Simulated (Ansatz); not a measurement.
A structure relaxed at B3LYP-D4/def2-SVP in Ansatz, charge 0, singlet:

```xyz
7

Si   -0.099   -0.201   -1.276
Si   -0.233   -0.293    1.178
Si    1.781   -0.498    2.247
Si   -1.963    0.891   -0.335
Si    1.836   -0.365   -0.047
H    -1.027    1.982    0.204
H    -0.296   -1.517   -1.971
```

Task: Give its formula.

Result: Si5H2.

Task: Summarise the bond lengths by kind (pairs closer than 1.2 times the sum of covalent radii, bridged metal pairs left out).

Result: 7 × Si–Si 2.29 to 2.59 Å; 2 × H–Si 1.50 to 1.53 Å.

The restricted singlet is unstable towards broken spin symmetry in Hartree–Fock (as tested in another run); at B3LYP-D4/def2-SVP this wasn't settled. Another isomer (singlet) lies 1.49 eV lower at PBE0-D4/def2-TZVP; other spin states weren't run for this one.
